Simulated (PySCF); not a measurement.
`C(#C)C1=C(B(F)F)C1=O`, C$_{5}$HBF$_{2}$O

Geometry:
```json
{"atom": "C1", "x (Å)": "2.917", "y (Å)": "-0.413", "z (Å)": "0.013"}
{"atom": "C2", "x (Å)": "1.767", "y (Å)": "-0.051", "z (Å)": "-0.015"}
{"atom": "C3", "x (Å)": "0.485", "y (Å)": "0.441", "z (Å)": "-0.048"}
{"atom": "C4", "x (Å)": "-0.852", "y (Å)": "0.131", "z (Å)": "-0.015"}
{"atom": "B5", "x (Å)": "-1.987", "y (Å)": "-0.885", "z (Å)": "0.085"}
{"atom": "F6", "x (Å)": "-2.494", "y (Å)": "-1.258", "z (Å)": "1.241"}
{"atom": "F7", "x (Å)": "-2.569", "y (Å)": "-1.400", "z (Å)": "-0.977"}
{"atom": "C8", "x (Å)": "-0.445", "y (Å)": "1.517", "z (Å)": "-0.128"}
{"atom": "O9", "x (Å)": "-0.724", "y (Å)": "2.667", "z (Å)": "-0.216"}
{"atom": "H10", "x (Å)": "3.913", "y (Å)": "-0.743", "z (Å)": "0.039"}
```

Level of theory: TDDFT PBE0/def2-SVPD excited states, vertical, gas phase in PySCF 2.14.0. Geometry: GFN2-xTB.

Problem. Give the one- and two-photon strengths of the lowest singlets.

Solution. δ for parallel linear polarisation; σ at the peak of a Lorentzian of half width 0.1 eV, single beam; Ω is circular over linear.
| state | E (eV) | f | photon λ (nm) | δ (au) | σ (GM) | Ω | main |
| --- | --- | --- | --- | --- | --- | --- | --- |
| S1 | 3.27 | 0.000 | 758 | 0.21 | 0.00 | 1.20 | HOMO→LUMO 0.99 |
| S2 | 4.84 | 0.000 | 513 | 0.28 | 0.00 | 1.25 | HOMO−2→LUMO 0.95 |
| S3 | 5.09 | 0.134 | 487 | 7.82 | 0.07 | 0.74 | HOMO−1→LUMO 0.80, HOMO→LUMO+2 0.12 |
| S4 | 5.39 | 0.004 | 460 | 14.1 | 0.15 | 0.76 | HOMO→LUMO+3 0.85 |
| S5 | 5.50 | 0.052 | 451 | 197 | 2.19 | 0.73 | HOMO→LUMO+1 0.87 |

Among these, the strongest one-photon state is S3, the strongest two-photon state S5, with a dipole change of 6.1 D (relaxed, norm of the difference vector).
